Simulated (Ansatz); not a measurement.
`C=N[SiH](N)F` + H–F → `C=N[SiH](F)F` + NH₃ at 500 K and 1 bar (ligand exchange at the Si–N bond).

Computed with Ansatz on PBE0-D4/def2-TZVP structures; ΔE is electronic, products minus reactants. CBS: MP2 limit from def2 TZ/QZ plus the TZ coupled-cluster correction, frozen cores. This one scheme is used for every species. One conformer a species, not always the lowest.

```json
{"species": "`C=N[SiH](N)F`", "CCSD(T)/CBS energy (Eh)": "-539.43710", "H − E (kJ/mol)": "226.8", "S (J/(mol·K))": "411.7"}
{"species": "H–F", "CCSD(T)/CBS energy (Eh)": "-100.39570", "H − E (kJ/mol)": "39.4", "S (J/(mol·K))": "188.7"}
{"species": "`C=N[SiH](F)F`", "CCSD(T)/CBS energy (Eh)": "-583.35600", "H − E (kJ/mol)": "159.6", "S (J/(mol·K))": "376.1"}
{"species": "NH₃", "CCSD(T)/CBS energy (Eh)": "-56.50880", "H − E (kJ/mol)": "108.2", "S (J/(mol·K))": "211.8"}
```

H − E and S are ideal-gas, rigid-rotor, harmonic terms from PBE0-D4/def2-TZVP, for one conformer and one mirror image of each species. 1 Eh = 2625.50 kJ/mol, R = 8.31446 J/(mol·K).

By hand: ΔE, ΔH, ΔS and ΔG.

ΔE = (-583.35600) + (-56.50880) − (-539.43710) − (-100.39570) = -0.03200 Eh = -84.0 kJ/mol. Δ(H − E) = 159.6 + 108.2 − 226.8 − 39.4 = 1.6, so ΔH = -82.4 kJ/mol. ΔS = 376.1 + 211.8 − 411.7 − 188.7 = -12.5 J/(mol·K). ΔG = -82.4 − 500 × (-12.5)/1000 = -76.2 kJ/mol.

By hand: the equilibrium constant, and the temperature at which ΔG would vanish if ΔH and ΔS stayed fixed.

log₁₀ K = −ΔG/(RT ln 10) = 8.0. ΔG = 0 at ΔH/ΔS = 6592 K, far beyond where these terms or the molecules hold.

The number of gas molecules stays the same, so ΔS is small and ΔH decides. A doubt of 5 kJ/mol in ΔE shifts log₁₀ K by 0.5 here. Other conformers and mirror images would add mixing entropy, several J/(mol·K) or more a flexible species. These are equilibria of isolated gas molecules and say nothing of rates. Largest T1 diagnostic: 0.013 (customary marks: 0.02 for closed shells, 0.045 for open ones).
